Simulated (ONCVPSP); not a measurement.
## Mo (Z = 42): one change to an ONCV potential, before and after

Mo, optimised norm-conserving Vanderbilt (ONCV), made with ONCVPSP 4.0.1 (PBE, scalar-relativistic). Core [Ar] 3d10, reference 4s2 4p6 4d5 5s1. Waves: 4s+5s: rc 1.65 bohr, ncon 5, nbas 7, qcut 6.6 1/bohr, 3 projectors, debl 1.8 Ha; 4p: rc 1.90 bohr, ncon 4, nbas 9, qcut 5.8 1/bohr, 3 projectors, debl 2.4 Ha; 4d: rc 1.50 bohr, ncon 5, nbas 8, qcut 7.6 1/bohr, 2 projectors, debl 2 Ha. Local part: polynomial inside 1.05 bohr (lpopt 5, dvloc0 0 Ha). Core correction: Teter function, fcfact 1.5, rcfact 1.4.

Change: core correction Teter function, fcfact 1.5, rcfact 1.94.

Cutoffs: the cutoffs (Ha) at which the residual kinetic energy of the hardest occupied pseudo-wave falls to 1 and 0.1 mHa per electron; they do not see the model core or the augmentation charge, which bear on the density cutoff. Errors are all-electron minus pseudo energies relative to the spin-unpolarised reference configuration.

Q: What does the change do?

A: The potential gets neither clearly harder nor softer (24 Ha and 41 Ha → 24 Ha and 41 Ha); of the 4 tests that both files solve, the error grows in 4 and shrinks in 0 by more than 15 % and 0.3 meV (median size 1.2 → 3.2 meV); neither file shows a bound ghost. A model core, the more so a compact one, raises the density cutoff, which this test does not measure.

```csv
quantity,base,changed
"cutoff, loose",24 Ha,24 Ha
"cutoff, tight",41 Ha,41 Ha
bound ghosts,none,none
GHOST(+) flags under 300 eV,none,none
"error for 4s2 4p6 4d5 5s0, meV [ΔE 6.89 eV]",-1.7,-2.6
"error for 4s2 4p6 4d4 5s0, meV [ΔE 22.35 eV]",-0.8,-3.9
"error for 4s2 4p6 4d3 5s0, meV [ΔE 49.10 eV]",+1.8,-16
"error for 4s2 4p6 4d4 5s2, meV [ΔE 0.20 eV]",+0.8,-1.9
s: phases at 1.68 bohr within 0.05 rad from the reference energy up to (Ha; the scan ends near 5),to the end of the scan,to the end of the scan
p: phases at 1.93 bohr within 0.05 rad from the reference energy up to (Ha; the scan ends near 5),to the end of the scan,to the end of the scan
d: phases at 1.53 bohr within 0.05 rad from the reference energy up to (Ha; the scan ends near 5),to the end of the scan,to the end of the scan
"rms error of d²Exc/dni dnj with the model core, mHa",0.35,1.95
```
